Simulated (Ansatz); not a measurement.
Abridged output of a molecular run in Ansatz:

```
Functional definition: HF
1891 factors; integrals over basis functions are off by at most 1.1e-3 eV
mean field evaluation 1: about -75223.6887 eV, gradient 4.6e1 eV
mean field evaluation 2: about -75224.0045 eV, gradient 4.6e1 eV
mean field evaluation 4: about -75228.3343 eV, gradient 4.8e0 eV
mean field evaluation 8: about -75228.4060 eV, gradient 2.7e-1 eV
mean field -75228.40633650 eV, -2764.5929412211 hartree, gradient 2.4e-6 eV, S^2 0.000000; 0 other end points of the search recorded, 0 dependent functions left out
18 core orbitals not correlated: weight in the atoms' cores, before any rotation towards them, 1.000 or more for the frozen orbitals, at most 0.000 for the correlated occupied ones
reference -75228.40633650 eV, -2764.5929412211 hartree; 24, 24 occupied and 270, 270 virtual orbitals, 1891 factors
second order -34.36354067 eV of doubles, -0.00000000 eV of singles
cycle   1  -34.46894925 eV  change   -1.1e-1 eV  update   1.3e-1
cycle   2  -35.33675896 eV  change   -8.7e-1 eV  update   3.7e-2
cycle   3  -35.52171258 eV  change   -1.8e-1 eV  update   1.9e-2
cycle   4  -35.50397697 eV  change    1.8e-2 eV  update   4.2e-3
cycle   5  -35.50183224 eV  change    2.1e-3 eV  update   2.1e-3
cycle   6  -35.50319632 eV  change   -1.4e-3 eV  update   6.5e-4
cycle   7  -35.50289818 eV  change    3.0e-4 eV  update   2.7e-4
cycle   8  -35.50280239 eV  change    9.6e-5 eV  update   7.3e-5
cycle   9  -35.50283078 eV  change   -2.8e-5 eV  update   2.6e-5
perturbative correction -1.37521160 eV, -0.0505380942 hartree
Total energy: -75265.28437888 eV, -2765.9481842817 hartree
```

Its atoms:

Z-matrix (Å, degrees):
```
C
O 1 1.412
H 1 1.091 2 107.5
H 1 1.095 2 111.8 3 119.1
H 1 1.097 2 111.9 3 -118.7
Ge 2 1.758 1 121.2 3 -177.4
O 6 1.746 2 106.5 1 169.1
Cl 6 2.155 2 107.2 1 51.2
H 6 1.526 2 114.5 1 -70.6
C 7 1.417 6 120.1 2 -56.0
H 10 1.095 7 111.5 6 -62.5
H 10 1.094 7 111.6 6 59.5
H 10 1.091 7 107.3 6 178.7
```

(1) Which basis set was used?
A. def2-TZVPP
B. def2-QZVPP
C. def2-SVP
D. def2-SVPD

(2) Write the keys of the input that set method, charge and spin (a neutral closed shell needs none for the last two).

## Answers

(1) A. It gives 312 functions.

(2) 
```yaml
correlation: {method: ccsd_t}
```
